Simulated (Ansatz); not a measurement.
`C[Si](C)(C)C#Cc1ccc(-c2ccc(-c3ccc(C#C[Si](C)(C)C)nc3)nc2)nc1`, relaxed as a singlet with RKS r2SCAN-D4/def2-SVP in Ansatz, starting from the GFN2-xTB geometry. Force threshold 0.03 eV/Å.

Single mean-field runs in def2-SVP are fitted with def2-universal-jkfit.

Start:

```xyz
57

C    -1.272   -6.740    8.292
Si    0.257   -5.602    8.273
C     0.233   -4.418    9.767
C     1.861   -6.631    8.239
C     0.193   -4.577    6.723
C     0.143   -3.914    5.712
C     0.078   -3.142    4.533
C    -1.133   -2.917    3.873
C    -1.140   -2.149    2.727
C     0.064   -1.618    2.256
C     0.137   -0.790    1.052
C     1.329   -0.696    0.330
C     1.381    0.092   -0.800
C     0.233    0.785   -1.197
C     0.195    1.631   -2.390
C     1.332    2.222   -2.943
C     1.204    3.005   -4.071
C    -0.068    3.184   -4.625
C    -0.228    3.986   -5.782
C    -0.332    4.676   -6.770
Si   -0.571    5.724   -8.287
C    -1.432    4.653   -9.608
C     1.140    6.299   -8.901
C    -1.650    7.219   -7.806
N    -1.161    2.628   -4.098
C    -1.027    1.886   -3.024
N    -0.904    0.700   -0.503
C    -0.946   -0.048    0.575
N     1.222   -1.853    2.877
C     1.230   -2.580    3.969
H    -1.287   -7.366    9.179
H    -2.192   -6.163    8.280
H    -1.285   -7.395    7.426
H    -0.670   -3.813    9.774
H     1.081   -3.740    9.747
H     0.270   -4.965   10.705
H     2.739   -5.994    8.193
H     1.887   -7.288    7.375
H     1.952   -7.252    9.126
H    -2.046   -3.346    4.260
H    -2.061   -1.981    2.192
H     2.192   -1.250    0.668
H     2.289    0.151   -1.380
H     2.302    2.093   -2.484
H     2.059    3.486   -4.523
H    -0.829    3.789   -9.867
H    -2.390    4.288   -9.251
H    -1.612    5.216  -10.520
H     1.053    6.920   -9.788
H     1.773    5.453   -9.155
H     1.657    6.879   -8.143
H    -1.837    7.864   -8.660
H    -2.612    6.898   -7.418
H    -1.172    7.819   -7.038
H    -1.934    1.455   -2.623
H    -1.894   -0.035    1.099
H     2.198   -2.733    4.431
```

```json
{"step": "1", "energy (eV)": "-46543.6152", "largest force component (eV/Å)": "2.205", "SCF passes": "21"}
{"step": "2", "energy (eV)": "-46543.8835", "largest force component (eV/Å)": "0.328", "SCF passes": "22"}
{"step": "3", "energy (eV)": "-46543.9105", "largest force component (eV/Å)": "0.059", "SCF passes": "22"}
{"step": "4", "energy (eV)": "-46543.9134", "largest force component (eV/Å)": "0.097", "SCF passes": "21"}
{"step": "5", "energy (eV)": "-46543.9186", "largest force component (eV/Å)": "0.080", "SCF passes": "20"}
{"step": "6", "energy (eV)": "-46543.9214", "largest force component (eV/Å)": "0.121", "SCF passes": "20"}
{"step": "7", "energy (eV)": "-46543.9233", "largest force component (eV/Å)": "0.110", "SCF passes": "21"}
{"step": "8", "energy (eV)": "-46543.9245", "largest force component (eV/Å)": "0.050", "SCF passes": "22"}
{"step": "9", "energy (eV)": "-46543.9252", "largest force component (eV/Å)": "0.036", "SCF passes": "21"}
{"step": "10", "energy (eV)": "-46543.9255", "largest force component (eV/Å)": "0.027", "SCF passes": "21"}
{"step": "11", "energy (eV)": "-46543.9257", "largest force component (eV/Å)": "0.026", "SCF passes": "21"}
{"step": "12", "energy (eV)": "-46543.9259", "largest force component (eV/Å)": "0.024", "SCF passes": "22"}
{"step": "13", "energy (eV)": "-46543.9261", "largest force component (eV/Å)": "0.013", "SCF passes": "21"}
```

Force components are those of the run's own axes.

End:

```xyz
57

C    -1.2010   -6.8102    8.3737
Si    0.2918   -5.6707    8.3224
C     0.2826   -4.5039    9.7953
C     1.8845   -6.6656    8.2778
C     0.1934   -4.6575    6.7820
C     0.1174   -3.9765    5.7616
C     0.0391   -3.1862    4.5862
C    -1.1936   -2.8111    4.0127
C    -1.2040   -2.0326    2.8634
C     0.0174   -1.6266    2.2876
C     0.0870   -0.7925    1.0708
C     1.3317   -0.4606    0.5053
C     1.3832    0.3264   -0.6366
C     0.1829    0.7875   -1.2158
C     0.1564    1.6325   -2.4274
C     1.3156    2.1138   -3.0612
C     1.1996    2.9039   -4.1975
C    -0.0882    3.2058   -4.6895
C    -0.2364    4.0188   -5.8552
C    -0.3342    4.7199   -6.8586
Si   -0.5455    5.7688   -8.3622
C    -1.3898    4.7350   -9.6845
C     1.1512    6.3288   -8.9447
C    -1.6073    7.2483   -7.9007
N    -1.2099    2.7512   -4.0928
C    -1.0796    1.9979   -3.0079
N    -1.0095    0.4700   -0.6768
C    -1.0516   -0.2839    0.4131
N     1.1952   -1.9896    2.8325
C     1.2077   -2.7333    3.9271
H    -1.1843   -7.4339    9.2831
H    -2.1409   -6.2350    8.3748
H    -1.2187   -7.4830    7.5014
H    -0.6367   -3.8971    9.8169
H     1.1407   -3.8137    9.7617
H     0.3385   -5.0699   10.7403
H     2.7649   -6.0054    8.2225
H     1.9111   -7.3367    7.4044
H     1.9819   -7.2852    9.1850
H    -2.1284   -3.1371    4.4760
H    -2.1587   -1.7457    2.4187
H     2.2393   -0.8352    0.9844
H     2.3525    0.5744   -1.0744
H     2.3105    1.8831   -2.6718
H     2.0825    3.2937   -4.7094
H    -0.7853    3.8518   -9.9459
H    -2.3735    4.3790   -9.3391
H    -1.5438    5.3262  -10.6028
H     1.0662    6.9606   -9.8447
H     1.7908    5.4673   -9.1953
H     1.6657    6.9156   -8.1668
H    -1.7675    7.9019   -8.7745
H    -2.5936    6.9262   -7.5303
H    -1.1310    7.8489   -7.1093
H    -2.0003    1.6392   -2.5357
H    -2.0583   -0.4947    0.7953
H     2.1899   -3.0032    4.3354
```

By distances, no bond broke or formed. The bond that changes most is Si2–C4, from 1.91 to 1.88 Å (atoms count from 1).

The force fell under the threshold at step 10, but the optimiser went on. No frequencies were taken in this run, so the end may be a saddle point.

It took 81 s on 2 threads of AMD EPYC 7R13 on a shared host and a share (18 GiB) of an NVIDIA H100 80GB HBM3, peak host memory 1.1 GiB.
